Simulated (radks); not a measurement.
Results of a calculation; reference values are marked as such.
Q: All-electron atom: the lutetium ion Lu46+ in [Ar] 3d5 4s2 (not the ground configuration). Level of theory: scalar-relativistic Kohn-Sham, PBE, spin-polarised, spherical densities, point nucleus; open shells are filled with parallel spins first (spin-orbit coupling, left out, can overturn this in heavy ions) (a radial shooting solver on a logarithmic mesh with Libxc functionals). Some entries of the table are withheld. Estimate them.

orbital,occ.,eigenvalue (hartree),r(max) (bohr),<r> (bohr)
1s up,1,-2423.918,0.01213,0.01932
1s down,1,-2423.909,0.01213,0.01932
2s up,1,-493.7966,0.06918,0.08149
2s down,1,-492.9383,0.06912,0.08139
2p up,3,-446.5282,0.05649,0.07256
2p down,3,-445.8539,0.05643,0.07245
3s up,1,(1),0.1907,0.2036
3s down,1,(2),0.1909,0.2041
3p up,3,-163.6845,(3),0.2011
3p down,3,-162.7297,(4),0.2017
3d up,5,-148.5770,0.1501,0.1793
3d down,0,-147.3625,0.1505,0.1800
4s up,1,-88.90349,0.3941,0.3957
4s down,1,-88.63833,0.3952,0.3968

A: 
(1) 3s up eigenvalue (hartree): -177.8726
(2) 3s down eigenvalue (hartree): -176.9356
(3) 3p up r(max) (bohr): 0.1869
(4) 3p down r(max) (bohr): 0.1872
